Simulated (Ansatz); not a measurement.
Ansatz results at the PBE0-D4/def2-TZVP geometry: ideal-gas entropy at 298 K and 1 bar (rigid rotor, harmonic PBE0-D4/def2-TZVP) 354 J/(mol·K); HOMO–LUMO gap (B3LYP/def2-TZVPP) 6.91 eV; HOMO–LUMO gap (ωB97M-V/def2-TZVPP) 11.50 eV.

Each molecule was computed in one conformer, which needn't be the lowest.

(1) Which molecule gave them?
A. `CC[Si](N)(O)Cl`
B. `C[Si](O)(F)F`
C. `CS[SiH](F)F`
D. `C=C[Si](N)(O)F`

## Answers

(1) C. The others give `CC[Si](N)(O)Cl`: 390, 7.86, 12.24; `C=C[Si](N)(O)F`: 364, 6.88, 11.86; `C[Si](O)(F)F`: 334, 10.01, 14.49.

B3LYP here is the variant with VWN-RPA as its local correlation; programs differ in this.
